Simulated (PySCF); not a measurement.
BCl2, SMILES Cl[B]Cl (connectivity only; charge and spin as stated), charge +1, multiplicity 1.

Geometry: B3LYP-D3(BJ)/def2-TZVP. The multiplicity is an assumed one; other spin states were not compared. The isomer is the one that the SMILES or the coordinates give; other isomers of the formula were not compared.

Level of theory: PySCF with CAM-B3LYP/def2-TZVPD.

Q: Estimate the frontier levels, gap, dipole moment and polarisability. (The exact figures need the calculation; the answer reports its results.)

A: 
| Quantity | Result |
|---|---|
| highest occupied level | -18.35 eV |
| lowest empty level | -7.17 eV |
| orbital gap | 11.18 eV |
| dipole moment about the centre of nuclear charge | 0.00 D |
| mean static polarisability | 34.2 bohr³ (5.07 Å³) |
| polarisability, principal values | 25.0, 25.0, 52.7 bohr³ |
